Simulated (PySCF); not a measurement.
Basis-set dependence of population analyses: `N#CC1CCCCC1`

Compound: C₇H₁₁N.
Cartesian coordinates in Å at the PBE0-D3(BJ)/def2-SVP level; atoms count from 1:
```xyz
19
C7H11N angstrom
N      2.486    0.693   -1.734
C      2.018    0.555   -0.684
C      1.400    0.374    0.632
C      0.321    1.444    0.876
C     -0.884    1.247   -0.036
C     -1.463   -0.158    0.097
C     -0.402   -1.226   -0.152
C      0.805   -1.039    0.760
H      2.207    0.497    1.374
H      0.010    1.360    1.931
H      0.752    2.449    0.749
H     -1.651    2.004    0.192
H     -0.577    1.421   -1.083
H     -1.876   -0.286    1.114
H     -2.307   -0.290   -0.599
H     -0.071   -1.178   -1.204
H     -0.825   -2.233   -0.006
H      1.579   -1.793    0.551
H      0.503   -1.173    1.813
```

PBE0 throughout (PySCF), one geometry, spherical d and f functions. The structure is a single PBE0-D3(BJ)/def2-SVP conformer in the gas phase; no vibrational or solvent corrections. Atoms taken as equivalent share a column and are averaged. The first 7 of 13 kinds of atom are listed.

Mulliken charges (e):

```
        basis  functions      N1      C2      C3   C4/C8   C5/C7      C6      H9
       STO-3G         51  -0.206  +0.067  -0.067  -0.136  -0.144  -0.142  +0.106
     pcSseg-0         94  -0.412  +0.199  -0.376  -0.404  -0.483  -0.474  +0.294
        6-31G         94  -0.311  +0.167  -0.241  -0.304  -0.325  -0.314  +0.219
       6-31G*        134  -0.373  +0.257  -0.242  -0.328  -0.339  -0.326  +0.217
      cc-pVDZ        167  -0.147  +0.002  -0.150   0.000  -0.062  -0.054  +0.059
     def2-SVP        167  -0.021  -0.143  -0.174  -0.010  -0.059  -0.061  +0.074
     pcSseg-1        191  -0.259  +0.141  -0.343  -0.155  -0.233  -0.225  +0.164
6-311+G(2d,p)        282  -0.325  +0.008  +0.270  -0.371  -0.254  -0.336  +0.135
  aug-cc-pVDZ        283  -0.389  -0.084  +0.030  +0.799  +0.555  +0.608  -0.307
    def2-TZVP        314  +0.002  -0.354  +0.185  -0.233  -0.225  -0.203  +0.115
```

IAO charges (e):

```tsv
basis	functions	N1	C2	C3	C4/C8	C5/C7	C6	H9
STO-3G	51	-0.167	+0.066	-0.150	-0.245	-0.257	-0.256	+0.159
pcSseg-0	94	-0.245	+0.121	-0.155	-0.259	-0.272	-0.269	+0.177
6-31G	94	-0.247	+0.117	-0.141	-0.257	-0.267	-0.263	+0.172
6-31G*	134	-0.254	+0.126	-0.139	-0.245	-0.255	-0.251	+0.166
cc-pVDZ	167	-0.247	+0.121	-0.139	-0.245	-0.255	-0.251	+0.167
def2-SVP	167	-0.245	+0.121	-0.140	-0.240	-0.250	-0.246	+0.165
pcSseg-1	191	-0.258	+0.129	-0.142	-0.245	-0.256	-0.252	+0.169
6-311+G(2d,p)	282	-0.267	+0.136	-0.143	-0.251	-0.262	-0.258	+0.172
aug-cc-pVDZ	283	-0.265	+0.133	-0.141	-0.251	-0.261	-0.256	+0.171
def2-TZVP	314	-0.265	+0.135	-0.143	-0.252	-0.262	-0.258	+0.171
```

Hirshfeld charges (e):

```json
{"basis": "STO-3G", "functions": "51", "N1": "-0.186", "C2": "+0.029", "C3": "+0.048", "C4/C8": "-0.009", "C5/C7": "-0.016", "C6": "-0.016", "H9": "+0.031"}
{"basis": "pcSseg-0", "functions": "94", "N1": "-0.223", "C2": "+0.072", "C3": "+0.017", "C4/C8": "-0.048", "C5/C7": "-0.055", "C6": "-0.054", "H9": "+0.053"}
{"basis": "6-31G", "functions": "94", "N1": "-0.230", "C2": "+0.069", "C3": "+0.016", "C4/C8": "-0.048", "C5/C7": "-0.055", "C6": "-0.055", "H9": "+0.056"}
{"basis": "6-31G*", "functions": "134", "N1": "-0.241", "C2": "+0.075", "C3": "+0.013", "C4/C8": "-0.049", "C5/C7": "-0.057", "C6": "-0.057", "H9": "+0.057"}
{"basis": "cc-pVDZ", "functions": "167", "N1": "-0.226", "C2": "+0.076", "C3": "+0.005", "C4/C8": "-0.055", "C5/C7": "-0.063", "C6": "-0.062", "H9": "+0.058"}
{"basis": "def2-SVP", "functions": "167", "N1": "-0.231", "C2": "+0.084", "C3": "+0.004", "C4/C8": "-0.058", "C5/C7": "-0.065", "C6": "-0.064", "H9": "+0.059"}
{"basis": "pcSseg-1", "functions": "191", "N1": "-0.234", "C2": "+0.087", "C3": "0.000", "C4/C8": "-0.060", "C5/C7": "-0.068", "C6": "-0.067", "H9": "+0.060"}
{"basis": "6-311+G(2d,p)", "functions": "282", "N1": "-0.240", "C2": "+0.080", "C3": "-0.009", "C4/C8": "-0.063", "C5/C7": "-0.071", "C6": "-0.071", "H9": "+0.065"}
{"basis": "aug-cc-pVDZ", "functions": "283", "N1": "-0.236", "C2": "+0.083", "C3": "-0.009", "C4/C8": "-0.067", "C5/C7": "-0.075", "C6": "-0.075", "H9": "+0.066"}
{"basis": "def2-TZVP", "functions": "314", "N1": "-0.239", "C2": "+0.083", "C3": "-0.006", "C4/C8": "-0.064", "C5/C7": "-0.072", "C6": "-0.071", "H9": "+0.064"}
```

ESP-fitted charges (e):

```csv
basis,functions,N1,C2,C3,C4/C8,C5/C7,C6,H9
STO-3G,51,-0.423,+0.393,-0.115,-0.091,-0.137,-0.099,+0.063
pcSseg-0,94,-0.529,+0.472,-0.127,-0.134,-0.085,-0.115,+0.081
6-31G,94,-0.514,+0.445,-0.138,-0.075,-0.096,-0.068,+0.082
6-31G*,134,-0.465,+0.347,-0.044,-0.130,-0.053,-0.089,+0.074
cc-pVDZ,167,-0.437,+0.302,-0.028,-0.114,-0.037,-0.073,+0.071
def2-SVP,167,-0.458,+0.338,-0.050,-0.106,-0.035,-0.069,+0.071
pcSseg-1,191,-0.477,+0.345,-0.034,-0.105,-0.021,-0.065,+0.067
"6-311+G(2d,p)",282,-0.479,+0.329,-0.004,-0.126,-0.034,-0.077,+0.066
aug-cc-pVDZ,283,-0.486,+0.349,-0.032,-0.112,-0.040,-0.067,+0.070
def2-TZVP,314,-0.476,+0.329,-0.006,-0.124,-0.027,-0.073,+0.065
```

Which scheme is steadiest as the basis changes?

Largest range over the bases for any column: Hirshfeld 0.06 e, IAO 0.10 e, ESP-fitted 0.17 e, Mulliken 1.20 e. Hirshfeld charges move least and Mulliken charges most, counted in e. Without the minimal STO-3G basis the ranges are Hirshfeld 0.03, IAO 0.02, ESP-fitted 0.17, Mulliken 1.20 e.

How much do the charges still move between the two largest bases, aug-cc-pVDZ and def2-TZVP?

At most, over all atoms: Mulliken 1.032 e, IAO 0.001 e, Hirshfeld 0.004 e, ESP-fitted 0.025 e.

What do the same runs give for the total energy, the frontier levels and the dipole moment?

```
        basis  energy (Eh)  HOMO (eV)  LUMO (eV)  μ (D)
       STO-3G    -323.7788      -7.32       4.42   3.20
     pcSseg-0    -326.9913      -9.01       0.96   4.05
        6-31G    -327.6345      -8.67       1.23   3.97
       6-31G*    -327.7208      -8.61       1.26   3.92
      cc-pVDZ    -327.7448      -8.66       1.00   3.82
     def2-SVP    -327.4893      -8.76       0.92   3.87
     pcSseg-1    -327.6829      -8.84       0.67   4.04
6-311+G(2d,p)    -327.8127      -8.81      -0.07   4.16
  aug-cc-pVDZ    -327.7616      -8.77      -0.32   4.14
    def2-TZVP    -327.8372      -8.78       0.54   4.11
```

The dipole is fixed by the density alone, so its range of 0.96 D shows that the density itself changes with the basis, not only its division among atoms.
